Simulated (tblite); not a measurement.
Compound: C5H13N2 (doublet state).
Atom-mapped SMILES: `[CH3:1][CH2:2][C@@H:3]([NH2:4])[CH2:5][N:6][CH3:7]` (hydrogens: H8, H9, H10 on C1; H11, H12 on C2; H13 on C3; H14, H15 on N4; H16, H17 on C5; H18, H19, H20 on C7)

Structure optimised with GFN2-xTB, isolated species. This method treats the open shell by occupation alone, without spin polarisation.

**Question.** Give the optimised bond lengths and angles.

**Answer.** 
```csv
bond,length (Å)
C1–C2,1.524
C2–C3,1.528
C3–N4,1.432
C3–C5,1.590
C5–N6,1.390
N6–C7,1.408
"C1–H8, C1–H9, C1–H10",1.087
C2–H11,1.091
C2–H12,1.092
C3–H13,1.097
"N4–H14, N4–H15",1.013
C5–H16,1.105
C5–H17,1.098
"C7–H18, C7–H19, C7–H20",1.098
```

Bonds in one row agree within 0.01 Å and their mean is given. A selection of angles:
```csv
angle,degrees
C2–C1–H8,109.8
C2–C1–H9,110.5
H8–C1–H9,108.5
H8–C1–H10,109.1
C1–C2–C3,111.2
C1–C2–H11,109.6
C1–C2–H12,109.7
C3–C2–H11,108.7
C3–C2–H12,109.4
H11–C2–H12,108.1
C2–C3–N4,109.9
C2–C3–C5,110.3
C2–C3–H13,109.5
N4–C3–C5,112.8
N4–C3–H13,108.1
C5–C3–H13,106.2
C3–N4–H14,110.2
C3–N4–H15,111.6
H14–N4–H15,108.3
C3–C5–N6,111.3
C3–C5–H16,107.1
C3–C5–H17,105.0
N6–C5–H16,114.7
N6–C5–H17,108.7
H16–C5–H17,109.6
C5–N6–C7,118.3
N6–C7–H18,108.5
N6–C7–H19,109.4
N6–C7–H20,114.6
H18–C7–H19,105.8
H18–C7–H20,108.6
```

Dihedral angles: C1–C2–C3–N4 63° (synclinal); C2–C3–C5–N6 -66° (synclinal); C3–C5–N6–C7 106° (anticlinal).

Of the pairs four or more bonds apart, H16···H20 is among the closest relative to their van der Waals radii: 2.20 Å, 92 % of the sum of Bondi's values. N6 (nitrogen bonded to 2 C) is bent (angle 118.3°). The C–C distances run from 1.524 Å (C1–C2, drawn single) to 1.590 Å (C3–C5, drawn single), a spread of 0.066 Å. N4 (nitrogen bonded to C and 2 H) is pyramidal (angles 111.6°, 110.2° and 108.3°, sum 330.1°, 0.36 Å off the plane of its three neighbours). The 3 C–N bonds span 1.390 Å (C5–N6, drawn single) to 1.432 Å (C3–N4, drawn single), a spread of 0.042 Å.

Point group: C1 (no symmetry element, even within 0.4 Å). Its GFN2-xTB frequencies are all real (lowest 77 cm⁻¹). Torsions: C1–C2–C3–N4 63°, C2–C3–N4–H 62° and -177°, C2–C3–C5–N6 -66°, C3–C5–N6–C7 106°. 3 starts were optimised and ended at 0.00, 2.34 and 4.97 kcal/mol (GFN2-xTB); the lowest of these is shown.

Hardware: an Arm Neoverse V2 with one thread, shared host. Cost: 0.49 s of wall time. That covers the optimisation of the geometry.

One conformer stands for the species.

The numbers are calculated, not measured.
